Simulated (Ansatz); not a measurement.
Hf4 (the lowest singlet isomer of a short search) was relaxed with PBE-D4 (def2-SVP) in Ansatz in these states: neutral quintet, neutral triplet. The geometries follow in no particular order.

In the def2 sets Hf takes a core potential; there is no spin–orbit coupling.

A:

```xyz
4

Hf    0.802   -0.750    1.328
Hf   -1.209   -1.112   -0.522
Hf    0.968    0.339   -1.386
Hf   -0.560    1.524    0.579
```

B:

```xyz
4

Hf   -0.989   -1.015   -0.995
Hf    0.632   -0.885    1.347
Hf   -0.923    1.311    0.653
Hf    1.281    0.589   -1.005
```

**Question.** Judge from the bond lengths which geometry belongs to which state (an estimate).

**Answer.** A is the neutral triplet (Hf3–Hf4 2.757 Å, Hf1–Hf2 2.757 Å, Hf2–Hf4 2.929 Å); B is the neutral quintet (Hf3–Hf4 2.851 Å, Hf1–Hf2 2.851 Å, Hf2–Hf4 2.851 Å).

At PBE0-D4/def2-TZVP a quintet lies 0.22 eV below the neutral triplet. These are the stationary points nearest to one start from a short search; other shapes may lie lower in each state.
